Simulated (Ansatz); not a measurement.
Sn9O. Charge 0, multiplicity 1. Geometry PBE-D4/def2-SVP; atoms count from 1.

| atom | x (Å) | y (Å) | z (Å) |
| --- | --- | --- | --- |
| O1 | 2.263 | -1.343 | -0.295 |
| Sn2 | -2.742 | 0.643 | 1.060 |
| Sn3 | 2.781 | 0.578 | 0.678 |
| Sn4 | -1.189 | -1.646 | 0.111 |
| Sn5 | 0.015 | 1.605 | -0.029 |
| Sn6 | 0.091 | 0.053 | 2.585 |
| Sn7 | 1.345 | -2.534 | 1.242 |
| Sn8 | 1.569 | -0.173 | -2.013 |
| Sn9 | -1.757 | 0.035 | -2.224 |
| Sn10 | -2.375 | 2.783 | -1.115 |

In the def2 sets Sn takes a core potential; there is no spin–orbit coupling. Another isomer (singlet) lies 0.13 eV lower at PBE0-D4/def2-SVP; other spin states weren't run for this one.

(1) Estimate the Mulliken populations from the PBE0/def2-SVP orbitals of Ansatz.

(2) And the Mayer bond orders between bonded heavy atoms (over 0.3)?

Results:

(1) 
| atom | charge (e) |
| --- | --- |
| O1 | -0.72 |
| Sn2 | 0.02 |
| Sn3 | 0.28 |
| Sn4 | -0.07 |
| Sn5 | -0.22 |
| Sn6 | -0.08 |
| Sn7 | 0.39 |
| Sn8 | 0.36 |
| Sn9 | -0.06 |
| Sn10 | 0.10 |
Mulliken values and Mayer orders depend strongly on the basis.

(2) O1–Sn3 0.60 (2.21 Å); O1–Sn7 0.60 (2.15 Å); O1–Sn8 0.58 (2.19 Å); Sn2–Sn4 0.70 (2.92 Å); Sn2–Sn5 0.38 (3.12 Å); Sn2–Sn6 0.41 (3.27 Å); Sn2–Sn10 0.61 (3.07 Å); Sn3–Sn5 0.47 (3.03 Å); Sn3–Sn6 0.44 (3.34 Å); Sn3–Sn8 0.48 (3.05 Å); Sn4–Sn6 0.44 (3.26 Å); Sn4–Sn7 0.67 (2.91 Å); Sn4–Sn9 0.60 (2.93 Å); Sn5–Sn6 0.51 (3.04 Å); Sn5–Sn8 0.48 (3.08 Å); Sn5–Sn9 0.43 (3.23 Å); Sn5–Sn10 0.68 (2.88 Å); Sn6–Sn7 0.61 (3.17 Å); Sn8–Sn9 0.41 (3.34 Å); Sn9–Sn10 0.73 (3.03 Å). Values over 0.3 also appear between atoms too far apart for a bond (Sn2–Sn9 0.34 at 3.48 Å; Sn4–Sn5 0.31 at 3.47 Å); they arise where an orbital or an unpaired electron spreads over both atoms.
